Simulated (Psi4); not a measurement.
C2H5Cl2NSn, singlet, geometry from GFN2-xTB (such geometries of metal compounds can be far from the true shape) (core potentials on Sn); R2SCAN/def2-TZVPD (Psi4 1.11).

Here is a job for Psi4.
```
memory 2 GB

molecule {
0 1
C    -2.63620580   -0.96349793   -1.32683215
C    -2.10788876   -0.13163776   -0.45995780
Sn    0.03749300   -0.06733157   -0.06305623
N     1.02125321   -1.44267002   -1.25563019
Cl    0.93265482    2.04988105   -0.49253663
Cl    0.51641988   -0.56675149    2.16986407
H    -2.04413442   -1.66218848   -1.89364881
H    -3.70268883   -0.97757919   -1.50625728
H    -2.68225458    0.57584495    0.11792860
H     1.53937231   -2.11717198   -0.70350722
H     1.69658028   -0.99602474   -1.86611874
}

set {
  basis def2-tzvpd
}

energy('r2scan')
print_variables()
```

It wrote (shortened):

```
   => Loading Basis Set <=

    Name: DEF2-TZVPD
    Role: ORBITAL
    Keyword: BASIS

    !!!  WARNING: ECP capability is in beta. Please check occupations closely.  !!!

         ---------------------------------------------------------
                                   SCF
               by Justin Turney, Rob Parrish, Andy Simmonett
                          and Daniel G. A. Smith
                              RKS Reference
         ---------------------------------------------------------

  ==> Geometry <==

    Molecular point group: c1
    Full point group: C1

    Geometry (in Angstrom), charge = 0, multiplicity = 1:

       Center              X                  Y                   Z               Mass
    ------------   -----------------  -----------------  -----------------  -----------------
         C           -2.667576870196    -0.985951616097    -1.353335178244    12.000000000000
         C           -2.139259830196    -0.154091446097    -0.486460828244    12.000000000000
         SN           0.006121929804    -0.089785256097    -0.089559258244   119.902201630000
         N            0.989882139804    -1.465123706097    -1.282133218244    14.003074004430
         CL           0.901283749804     2.027427363903    -0.519039658244    34.968852682000
         CL           0.485048809804    -0.589205176097     2.143361041756    34.968852682000
         H           -2.075505490196    -1.684642166097    -1.920151838244     1.007825032230
         H           -3.734059900196    -1.000032876097    -1.532760308244     1.007825032230
         H           -2.713625650196     0.553391263903     0.091425571756     1.007825032230
         H            1.508001239804    -2.139625666097    -0.730010248244     1.007825032230
         H            1.665209209804    -1.018478426097    -1.892621768244     1.007825032230

  Running in c1 symmetry.

  Rotational constants: A =      0.04712  B =      0.04098  C =      0.03067 [cm^-1]
  Rotational constants: A =   1412.50037  B =   1228.50408  C =    919.60703 [MHz]
  Nuclear repulsion =  486.357872336550656

  Charge       = 0
  Multiplicity = 1
  Electrons    = 80
  Nalpha       = 40
  Nbeta        = 40

  ==> Algorithm <==

  SCF Algorithm Type is DF.
  DIIS enabled.
  MOM disabled.
  Fractional occupation disabled.
  Guess Type is SAD.
  Energy threshold   = 1.00e-06
  Density threshold  = 1.00e-06
  Integral threshold = 1.00e-12

  ==> Primary Basis <==

  Basis Set: DEF2-TZVPD
    Blend: DEF2-TZVPD
    Number of shells: 114
    Number of basis functions: 304
    Number of Cartesian functions: 344
    Spherical Harmonics?: true
    Max angular momentum: 3

  Core potential: DEF2-TZVPD
    Number of shells: 4
    Number of ECP primitives: 18
    Number of ECP core electrons: 28
    Max angular momentum: 3

  ==> DFT Potential <==

   => LibXC <=

    Version 7.1.2
    S. Lehtola, C. Steigemann, M. J. T. Oliveira, and M. A. L. Marques,  SoftwareX 7, 1–5 (2018) (10.1016/j.softx.2017.11.002)

   => Composite Functional: R2SCAN <=

    r2SCAN Meta-GGA XC Functional  (0.1021/acs.jpclett.0c02405)
    J. W. Furness, A. D. Kaplan, J. Ning, J. P. Perdew, J. Sun  J. Phys. Chem. Lett.  11, 8208–8215, 2020

    Deriv               =              1
    GGA                 =           TRUE
    Meta                =           TRUE

    Exchange Hybrid     =          FALSE
    MP2 Hybrid          =          FALSE

   => Exchange Functionals <=

    1.0000   XC_MGGA_X_R2SCAN

   => Correlation Functionals <=

    1.0000   XC_MGGA_C_R2SCAN

   => LibXC Density Thresholds  <==

    XC_MGGA_C_R2SCAN:  1.00E-15
    XC_MGGA_X_R2SCAN:  1.00E-11

   => Molecular Quadrature <=

    Radial Scheme          =       TREUTLER
    Pruning Scheme         =           NONE
    Nuclear Scheme         =       TREUTLER

    Blocking Scheme        =         OCTREE
    BS radius alpha        =              1
    Pruning alpha          =              1
    Radial Points          =             75
    Spherical Points       =            302
    Total Points           =         236935
    Total Blocks           =           1809
    Max Points             =            256
    Max Functions          =            283
    Weights Tolerance      =       1.00E-15

   => Loading Basis Set <=

    Name: (DEF2-TZVPD AUX)
    Role: JKFIT
    Keyword: DF_BASIS_SCF

  ==> Integral Setup <==

  SCF_SUBTYPE=INCORE selected. In-core MEM_DF algorithm will be used.
  Using in-core AOs.

  ==> MemDFJK: Density-Fitted J/K Matrices <==

    J tasked:                   Yes
    K tasked:                    No
    wK tasked:                   No
    Algorithm:                 Core
    Schwarz Cutoff:           1E-12
    Mask sparsity (%):       5.8345
    Fitting Condition:        1E-10

   => Auxiliary Basis Set <=

  Basis Set: (DEF2-TZVPD AUX)
    Blend: DEF2-UNIVERSAL-JKFIT
    Number of shells: 227
    Number of basis functions: 791
    Number of Cartesian functions: 990
    Spherical Harmonics?: true
    Max angular momentum: 5

  Minimum eigenvalue in the overlap matrix is 7.5957922741E-06.
  Reciprocal condition number of the overlap matrix is 6.9246151396E-07.
    Using symmetric orthogonalization.

  ==> Pre-Iterations <==

  SCF Guess: Superposition of Atomic Densities via on-the-fly atomic UHF (no occupation information).

   -------------------------
    Irrep   Nso     Nmo
   -------------------------
     A        304     304
   -------------------------
    Total     304     304
   -------------------------

  ==> Iterations <==

                           Total Energy        Delta E     RMS |[F,P]|

   @DF-RKS iter SAD: -1267.13940876267748   -1.26714e+03   0.00000e+00
   @DF-RKS iter   1: -1267.57878689020663   -4.39378e-01   5.15226e-03 DIIS/ADIIS
   @DF-RKS iter   2: -1260.85391111033550    6.72488e+00   9.42387e-03 DIIS/ADIIS
   @DF-RKS iter   3: -1268.52179327380691   -7.66788e+00   2.19463e-03 DIIS/ADIIS
   @DF-RKS iter   4: -1268.71853534026241   -1.96742e-01   1.13775e-03 DIIS/ADIIS
   @DF-RKS iter   5: -1268.75963551302175   -4.11002e-02   6.13085e-04 DIIS/ADIIS
   @DF-RKS iter   6: -1268.77512823260349   -1.54927e-02   2.38707e-04 DIIS/ADIIS
   @DF-RKS iter   7: -1268.77759980197698   -2.47157e-03   6.95361e-05 DIIS
   @DF-RKS iter   8: -1268.77780329757206   -2.03496e-04   2.22029e-05 DIIS
   @DF-RKS iter   9: -1268.77782629013177   -2.29926e-05   5.11221e-06 DIIS
   @DF-RKS iter  10: -1268.77782705442701   -7.64295e-07   2.10765e-06 DIIS
   @DF-RKS iter  11: -1268.77782725120323   -1.96776e-07   4.79919e-07 DIIS
  Energy and wave function converged.

  ==> Post-Iterations <==

   Electrons on quadrature grid:
      Ntotal   =   79.9999826035 ; deviation = -1.740e-05

    Orbital Energies [Eh]
    ---------------------

    Doubly Occupied:

[...]
      40A     -0.251603

    Virtual:

[...]
    Final Occupation by Irrep:
              A
    DOCC [    40 ]
    NA   [    40 ]
    NB   [    40 ]

  @DF-RKS Final Energy: -1268.77782725120323

   => Energetics <=

    Nuclear Repulsion Energy =            486.3578723365506562
    One-Electron Energy =               -2797.2120350478480759
    Two-Electron Energy =                1136.3038795883692273
    DFT Exchange-Correlation Energy =     -94.2275441282751984
    Empirical Dispersion Energy =           0.0000000000000000
    VV10 Nonlocal Energy =                  0.0000000000000000
    Total Energy =                      -1268.7778272512032345

Computation Completed

Properties will be evaluated at   0.000000,   0.000000,   0.000000 [a0]

Properties computed using the SCF density matrix

 Multipole Moments:

 ------------------------------------------------------------------------------------
     Multipole            Electronic (a.u.)      Nuclear  (a.u.)        Total (a.u.)
 ------------------------------------------------------------------------------------

 L = 1.  Multiply by 2.5417464519 to convert [e a0] to [Debye]
 Dipole X            :          6.1252913           -6.7264610           -0.6011696
 Dipole Y            :         -0.7202327            0.1681655           -0.5520672
 Dipole Z            :          0.0293691           -0.6702241           -0.6408550
 Magnitude           :                                                    1.0377274

 ------------------------------------------------------------------------------------

  Variable Map:
  ----------------------------------------------------------------------------
[...]
  Array Variable Map:
  ----------------------------------------------------------------------------
[...]
[...]
```
